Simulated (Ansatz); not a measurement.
Input for Ansatz (an electronic-structure program): R-wB97M-V/def2-TZVPP on AlFH2 (SMILES [F][AlH2]), atoms moved off the minimum.

Ansatz 0.2 input:
```yaml
crystal:
  periodic: [false, false, false]
  atoms:
    - {symbol: Al, position_ang: [-0.23525077, -0.47214943, 0.20788373]}
    - {symbol: H, position_ang: [0.39590223, -1.34455435, 1.23033590]}
    - {symbol: H, position_ang: [-1.64266752, -0.85071722, -0.59185482]}
    - {symbol: F, position_ang: [0.49145754, 0.90855562, -0.26070137]}
basis:
  gaussian:
    orbitals: def2-TZVPP
hamiltonian:
  xc: {name: wB97M-V}
scf: {lower_state_search: off}
output: {forces: true}
```

Output:

```
WARN ansatz: RAYON_NUM_THREADS=1 ignored (pool sized by the plan → 1); use --threads N
Functional definition: wB97M-V
these checks for a lower state are left out or cut short: stability, starts, cluster_reference, orbital_swaps, neighbouring_geometries, increment
integrals: 0.03 GiB planned
546 factors; their error is unknown
integrals: 0.06 GiB planned
132 factors; integrals over basis functions are off by at most 1.2e-5 eV
mean field: 0.32 GiB planned
mean field evaluation 1: about -9345.8919 eV, gradient 3.6e1 eV
mean field evaluation 2: about -9345.2116 eV, gradient 4.7e1 eV
mean field evaluation 4: about -9347.9565 eV, gradient 2.7e-1 eV
mean field evaluation 8: about -9347.9681 eV, gradient 4.1e-3 eV
mean field evaluation 16: about -9347.9681 eV, gradient 3.1e-6 eV
mean field -9347.96810439 eV, -343.5314915561 hartree, gradient 3.1e-6 eV, S^2 0.000000; 0 other end points of the search recorded, 0 dependent functions left out
the calculation of the forces begins
reference -9347.96814971 eV, -343.5314932216 hartree; 12, 12 occupied and 89, 89 virtual orbitals, 546 factors
Total energy: -9347.96814971 eV, -343.5314932216 hartree
Atom 0 at    -0.235251    -0.472149     0.207884 Å, force    -1.895803    -0.221516    -1.404093 eV/Å
Atom 1 at     0.395902    -1.344554     1.230336 Å, force     0.603364    -0.669491     0.942138 eV/Å
Atom 2 at    -1.642668    -0.850717    -0.591855 Å, force     0.932226     0.284375     0.575298 eV/Å
Atom 3 at     0.491458     0.908556    -0.260701 Å, force     0.360213     0.606633    -0.113343 eV/Å
Dipole moment:    -0.053435    -0.203980     0.148297 e Å
Checks for a lower state left out: stability, starts, cluster_reference, orbital_swaps, neighbouring_geometries, increment
```

The calculation finished and met its thresholds.

Cost: very roughly 2.3 core-seconds.
